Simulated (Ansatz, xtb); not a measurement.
# A geometry optimisation of CH7AsB+ with r2SCAN-D4/def2-SVP

The starting geometry of this gas-phase singlet was built from a drawn formula by distance geometry and a force field; its bonds are those of `[BH3-][AsH2+][CH2+]`.

```xyz
10

C     0.5178    0.5609    0.1640
As   -1.1015    1.4263    0.7566
B    -2.2360    0.9367   -0.8337
H    -2.3011   -0.2625   -0.9617
H    -1.7532    1.3800   -1.8703
H    -3.3039    1.3605   -0.7191
H    -1.4375    0.5399    1.9731
H    -0.6787    2.9503    0.7029
H     0.5656   -0.5448   -0.0307
H     1.4431    1.1466   -0.0189
```

Task: Predict what becomes of its bonds when it is optimised with r2SCAN-D4/def2-SVP.

Result: It rearranges to `BC[AsH3+]`. Contacts that open: As2–B3 (2.01 → 2.95 Å), B3–H6 (1.15 → 3.42 Å). Contacts that close: C1–B3 (2.95 → 1.58 Å), As2–H6 (2.65 → 1.49 Å).

The energy falls by 3.88 eV over 37 steps:

| step | E − E(last) (eV) |
| --- | --- |
| 1 | 3.882 |
| 5 | 2.426 |
| 9 | 1.295 |
| 13 | 0.544 |
| 17 | 0.204 |
| 21 | 0.175 |
| 25 | 0.114 |
| 29 | 0.029 |
| 33 | 0.001 |
| 37 | 0.000 |

Final geometry (Å):

```xyz
10

C    -0.3751    0.9185   -0.4514
As   -1.2754    1.5690    1.1157
B    -1.2893    0.0976   -1.4469
H    -2.4574   -0.1015   -1.2290
H    -0.7589   -0.3226   -2.4380
H    -2.4087    2.4702    0.7446
H    -1.8712    0.4414    1.8953
H    -0.4052    2.3367    2.0623
H     0.4799    0.2997   -0.1207
H     0.0759    1.7850   -0.9698
```

From the same start GFN2-xTB reaches the same bonding as this run.

No frequencies were run, so the end isn't proven a minimum. Run with Ansatz 0.2.0, 87 s on 2 threads of Arm Neoverse V1, on a shared host.
